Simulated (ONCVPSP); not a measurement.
Configuration tests for Ag (Z = 47) (ONCV)

silver, optimised norm-conserving Vanderbilt (ONCV), made with ONCVPSP 4.0.1 (PBE, scalar-relativistic). Core [Ar] 3d10 4s2, reference 4p6 4d10 5s1. Waves: 5s: rc 2.60 bohr, ncon 4, nbas 8, qcut 2.2 1/bohr, 3 projectors, debl 1.1 Ha; 4p: rc 1.20 bohr, ncon 4, nbas 7, qcut 14.2 1/bohr, 1 projector; 4d: rc 1.50 bohr, ncon 5, nbas 9, qcut 11.7 1/bohr, 2 projectors, debl 3.3 Ha. Local part: polynomial inside 1.10 bohr (lpopt 5, dvloc0 1 Ha). Core correction: Teter function, fcfact 3.5, rcfact 1.3.

Energies are relative to the spin-unpolarised reference configuration 4p6 4d10 5s1; without spin polarisation the order of configurations can differ from experiment.

```json
{"valence configuration": "4p6 4d10 5s0", "charge": "+1", "ΔE all-electron (eV)": "7.757", "error AE − PS (meV)": "-6.4"}
{"valence configuration": "4p6 4d9 5s0", "charge": "+2", "ΔE all-electron (eV)": "29.871", "error AE − PS (meV)": "-16"}
{"valence configuration": "4p6 4d8 5s0", "charge": "+3", "ΔE all-electron (eV)": "66.064", "error AE − PS (meV)": "-31"}
```

(1) What are ΔE and the potential's error for 4p6 4d10 5s0 5p1?

Levels in the configuration 4p6 4d10 5s0:

```tsv
level	all-electron (eV)	pseudo (eV)
4p	-66.824	-66.813
4d	-15.639	-15.646
```

Note: ghosts flagged at negative energy: s at -56.7 eV; no localised positive-energy state flagged. A true bound ghost makes a file unfit for plane-wave use.

Results:

(1) ΔE = 3.866 eV all-electron; the error (AE − PS) is +4.5 meV.
